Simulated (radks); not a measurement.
Effect of the nuclear size on the xenon ion Xe19+, [Ar] 3d10 4s2 4p5. All-electron calculation, Dirac Kohn-Sham, LDA (Slater exchange, Perdew-Wang correlation), spin-unpolarised, spherical densities, finite nucleus; open shells are shared between the two j in proportion to 2j + 1; Fermi nuclear charge, rms radius 4.7859 fm. Program: a radial shooting solver on a logarithmic mesh with Libxc functionals. The rms radius is varied about that value; shifts are against it.

rms radius (fm)  total energy shift (eV)  density at nucleus (e/bohr^3)  1s1/2 shift (meV)  2s1/2 shift (meV)  3p1/2 shift (meV)  4s1/2 shift (meV)  4p1/2 shift (meV)  4p3/2 shift (meV)  5s1/2 (empty) shift (meV)
4.202                              -1.52                      2.771e+05               -636              -75.3              0.794              -3.97              0.250              0.358                      -1.55
4.3217                             -1.23                      2.757e+05               -512              -60.5              0.638              -3.19              0.201              0.288                      -1.24
4.7859                                 0                      2.707e+05              0.000              0.000              0.000              0.000              0.000              0.000                      0.000
5.1305                             0.976                      2.674e+05                407               48.2             -0.508               2.54             -0.160             -0.229                      0.990
5.3267                              1.56                      2.656e+05                650               76.8             -0.810               4.05             -0.255             -0.366                       1.58

Slopes of the eigenvalues against <r^2> in GHz/fm^2, as finite differences over the two radii next to the reference (eigenvalue slopes, not the field-shift constants of lines): 1s1/2 29100, 2s1/2 3440, 3p1/2 -36.2, 4s1/2 181, 4p1/2 -11.4, 4p3/2 -16.4, 5s1/2 (empty) 70.7.
